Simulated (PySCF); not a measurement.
BrH₃PbSi, neutral, multiplicity 1. Atoms are numbered in the order given.

```xyz
6

Pb     0.6106     0.4995     0.0000
Br    -0.4376    -1.9458     0.0000
Si    -1.9521     1.5647     0.0000
H     -2.7030     1.0821     1.2181
H     -2.7030     1.0821    -1.2181
H     -2.0156     3.0760     0.0000
```

Coordinates come from a PBE-D3(BJ)/def2-SVP optimisation. The structure was generated by enumeration; whether it is a known compound was not checked. The def2 effective core potentials stand for the cores of Pb; spin–orbit coupling is left out.

Computed with B3LYP/def2-TZVPD run with PySCF.

Mulliken values depend strongly on the basis, most of all with diffuse functions as here. ESP charges are fitted to the potential on shells at 1.4 to 2.0 van der Waals radii. Atomic charges (e):

```
atom  ESP fit  Mulliken
----  -------  --------
Pb1         …      0.51
Br2         …     -0.39
Si3         …      0.13
H4          …     -0.08
H5          …     -0.08
H6          …     -0.10
```

Fill in the missing entries. (An estimate is asked for; the answer gives what the named calculation found.)


- Pb1, ESP fit: 0.32
- Br2, ESP fit: -0.30
- Si3, ESP fit: 0.44
- H4, ESP fit: -0.14
- H5, ESP fit: -0.14
- H6, ESP fit: -0.17
